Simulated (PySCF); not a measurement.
Two-dimensional NMR puzzle

Compound of formula C6H13FNPSi. Correlations simulated from computed shifts and the bond graph:

HSQC (one-bond C–H):
```tsv
δH	δC
6.60	153.6
6.17	133.8
5.63	133.8
2.24	9.7
2.02	29.3
1.52	29.3
1.21	9.7
```

COSY cross peaks (H two or three bonds apart, from the bond graph; peaks can be absent where the dihedral angle is near 90°):
```tsv
δH	δH
6.60	6.17
6.60	5.63
6.17	5.63
5.18	2.24
5.18	1.21
2.24	2.02
2.24	1.52
2.24	1.21
2.02	1.52
2.02	1.21
1.52	1.21
```

HMBC (two and three bonds, from the bond graph):
```tsv
δH	δC
6.60	133.8, 29.3
6.17	153.6
5.63	153.6
5.18	29.3, 9.7
2.24	29.3, 9.7
2.02	153.6, 29.3, 9.7
1.52	153.6, 29.3, 9.7
1.21	29.3, 9.7
```

[PySCF 2.14: GFN2-xTB geometry; PBE0/pcSseg-1 with gauge-including orbitals; relativity neglected; one conformer; equivalent nuclei averaged; in vacuum]

Shifts are taken against calculated references (same method and geometry level): ¹H (σref 31.72) and ¹³C (σref 186.93) vs TMS.

Exchangeable hydrogens are left out of these lists.

Task: Work out the connectivity.

Result: SMILES C=C[P@]1(=N)CC[Si@@H](F)CC1.

Atoms are numbered as in `[CH2:1]=[CH:2][P@:3]1(=[NH:4])[CH2:5][CH2:6][Si@@H:7]([F:8])[CH2:9][CH2:10]1`; H(Xn) means a hydrogen on atom n. Ha(C5), Ha(C6), Ha(C9), Ha(C10) are cis to F8 on the ring; Ha(C1) is cis to P3; Hb(C5), Hb(C6), Hb(C9), Hb(C10) are trans to F8 on the ring; Hb(C1) is trans to P3.

- δC 153.6 is C2, an alkene CH (δH 6.60).
- δC 133.8 is C1, a terminal =CH2 carbon (δH 6.17, 5.63).
- δC 29.3 is C5/C10, an sp3 CH2 bonded to P (δH 1.52, 2.02).
- δC 9.7 is C6/C9, an sp3 CH2 bonded to Si (δH 1.21, 2.24).
- COSY links 6.60–6.17, 6.60–5.63, 6.17–5.63, 5.18–2.24, 5.18–1.21, 2.24–2.02.

This is the structure that produced the data.

OH and NH positions are those of a molecule without intermolecular hydrogen bonds; in solution they move with solvent, concentration and temperature, and exchange usually removes their couplings. Shifts are as computed. Against solution values, carbons near 30 ppm lie about +3 ppm off and those near 130 ppm about +5 ppm. Of 1211 compounds with measured shifts, 218 miss one by over three times the rms of a fit or turn the order of signals round; such compounds aren't used in these exercises.
